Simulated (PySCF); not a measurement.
Orbital picture of SnTe⁺

LC-ωPBE at R = 2.702 Å; Sn def2-SVP with ECP28, Te def2-SVP with ECP28; scalar-relativistic core potentials (PySCF 2.14). State: ²Π (doublet), unpaired electrons π ↑. Only the outer orbitals are listed, counted within each symmetry, core potentials removing the inner ones.

```
spin  orbital  occ.  ε (eV)  on Sn (%)            main shells (%)
   α       7σ     1  -26.62         14           84 Te s, 10 Sn s
   α       8σ     1  -21.03         77  76 Sn s, 12 Te s, 10 Te p
   α       5π     1  -15.64          8                    91 Te p
   α       9σ     1  -15.12         45  53 Te p, 34 Sn p, 10 Sn s
   α       5π     1  -14.61         13           87 Te p, 11 Sn p
   α       6π     0   -6.65         92                    92 Sn p
   α       6π     0   -6.41         87           87 Sn p, 12 Te p
   α      10σ     0   -3.85         71           68 Sn p, 30 Te p
   β       7σ     1  -25.48         20           78 Te s, 15 Sn s
   β       8σ     1  -20.83         74   73 Sn s, 17 Te s, 9 Te p
   β       9σ     1  -14.92         46   51 Te p, 37 Sn p, 8 Sn s
   β       5π     1  -14.19         18           81 Te p, 16 Sn p
   β       5π     0   -7.75         48           51 Te p, 47 Sn p
   β       6π     0   -6.47         82           82 Sn p, 17 Te p
   β       6π     0   -5.67         53           52 Sn p, 47 Te p
```

**Question.** Which are the highest filled and the lowest empty level, where do they sit, and how wide is the gap?

**Answer.** Highest filled β 5π at -14.19 eV (in %: 81 Te p, 16 Sn p); lowest empty β 5π at -7.75 eV (in %: 51 Te p, 47 Sn p); the gap at LC-ωPBE is 6.44 eV. Both belong to one degenerate shell, split only by its one-sided filling, so this is no excitation gap.

```
bond order (Mayer)                                                                                                 : 1.60
⟨S²⟩                                                                                                               : 0.760
charge on Sn (Mulliken, basis-dependent)                                                                           : 0.86
charge on Sn (Löwdin, basis-dependent)                                                                             : 0.74
dipole moment (positive dipole points towards Te; it is taken about the centre of mass and depends on that origin) : -3.80 D
```

Spin–orbit coupling is left out. The state is the lowest determinant that a PBE0 search found; another state may lie lower at other levels.
